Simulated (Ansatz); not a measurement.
C$_{2}$H$_{7}$InO$_{3}$, SMILES `C[O][In]([OH])[O]C`, relaxed with RKS PBE0-D4/def2-TZVP in Ansatz 0.2.0 from a PBE-D4/def2-SVP geometry. The force threshold is 0.005 eV/Å; the program also tests the step.

Total charge 0; spin multiplicity 1. In takes the def2 core potential.

Start:

```xyz
13

C    -0.895   -0.475   -2.542
O    -1.622   -0.106   -1.387
In   -0.699    0.159    0.395
O    -1.835    0.597    2.008
O     1.320    0.062    0.499
C     1.989    0.196    1.738
H    -0.036    0.199   -2.772
H    -0.495   -1.517   -2.499
H    -1.589   -0.429   -3.412
H    -2.769    0.613    1.715
H     1.689    1.099    2.322
H     3.079    0.292    1.529
H     1.862   -0.689    2.406
```

By how much does the energy fall, and how many steps does the optimiser take? (Best estimate.)

Computed: 11.71 kJ/mol, in 18 steps.

Which bonds change most? (An estimate is asked.)

Ansatz gave: O2–In3 from 2.025 to 1.971 Å; In3–O5 from 2.024 to 1.971 Å; In3–O4 from 2.021 to 1.974 Å; C6–H13 from 1.117 to 1.097 Å.

Give the relaxed structure. (Estimate.)

Computed: 
```xyz
13

C    -0.868   -0.443   -2.529
O    -1.590   -0.143   -1.358
In   -0.697    0.133    0.378
O    -1.778    0.544    1.977
O     1.265   -0.001    0.502
C     1.950    0.191    1.717
H    -0.145    0.339   -2.794
H    -0.322   -1.392   -2.458
H    -1.582   -0.530   -3.354
H    -2.716    0.579    1.773
H     1.800    1.195    2.135
H     3.021    0.067    1.525
H     1.662   -0.537    2.486
```
